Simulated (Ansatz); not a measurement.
Calculated with Ansatz (gas phase, PBE0-D4/def2-TZVP geometries, no zero-point term in ΔE). CCSD(T)/CBS adds triple-zeta CCSD(T) − MP2 to the extrapolated MP2 energy (def2 sets, frozen cores). This one scheme is used for every species. DFT in def2-TZVPP. B3LYP here is the variant with VWN-RPA as its local correlation; programs differ in this. One conformer a species, not always the lowest.

Reaction (formal exchange of groups at the Si–O bond): `B[SiH](C)OC` + `C#C` → `B[SiH](C)C#C` + CH₃OH

`B[SiH](C)OC`:

Cartesian coordinates in Å:
```
B -1.330 1.204 -1.677
Si -0.459 0.396 -0.063
C -0.973 -1.392 0.179
O 1.183 0.536 -0.193
C 2.058 0.188 0.851
H -2.525 1.206 -1.761
H -0.718 1.699 -2.577
H -0.906 1.157 1.152
H -0.517 -1.813 1.078
H -0.681 -2.012 -0.672
H -2.058 -1.460 0.293
H 3.066 0.511 0.581
H 2.079 -0.896 1.017
H 1.780 0.676 1.793
```

`C#C`:

Cartesian coordinates in Å:
```
C -0.462 0.144 -0.352
C 0.462 -0.144 0.352
H -1.284 0.401 -0.978
H 1.284 -0.401 0.978
```

`B[SiH](C)C#C`:

Cartesian coordinates in Å:
```
B 0.096 1.110 1.745
Si 0.497 0.079 0.067
C -0.126 0.894 -1.500
C -0.137 -1.638 0.145
C -0.586 -2.757 0.203
H 0.170 2.305 1.743
H -0.165 0.575 2.781
H 1.991 -0.003 0.025
H 0.178 0.321 -2.378
H 0.276 1.906 -1.587
H -1.217 0.957 -1.497
H -0.977 -3.748 0.253
```

CH₃OH:

```xyz
6

C    -0.353   -0.004    0.048
O     0.950    0.532    0.048
H    -1.020    0.778    0.412
H    -0.449   -0.870    0.714
H    -0.685   -0.295   -0.956
H     1.557   -0.141   -0.267
```

| level | ΔE (kJ/mol) |
| --- | --- |
| PBE-D4 | 41.1 |
| B3LYP-D4 | 52.2 |
| ωB97X-V | 52.6 |
| B2PLYP | 51.2 |
| CCSD/def2-TZVPP | 52.2 |
| SCS-MP2/def2-QZVPP | 51.0 |
| HF/CBS(def2) | 58.9 |
| CCSD/CBS(def2) | 52.4 |

Problem. What does CCSD(T)/CBS give? (Estimate.)

Solution. Computed: +50.6 kJ/mol. The listed levels differ from it by -9.5, 1.6, 2.0, 0.6, 1.6, 0.4, 8.3, 1.8 kJ/mol.

Largest T1 diagnostic among the species: 0.013.

In def2-TZVPP, CCSD(T) changes the Hartree–Fock value by −7.5 kJ/mol (the triples alone add −1.7 kJ/mol) and MP2 by −9.0 kJ/mol.

CCSD(T)/CBS has its own doubt, a few kJ/mol and more with outer-core shells, so smaller differences from it don't rank the levels.
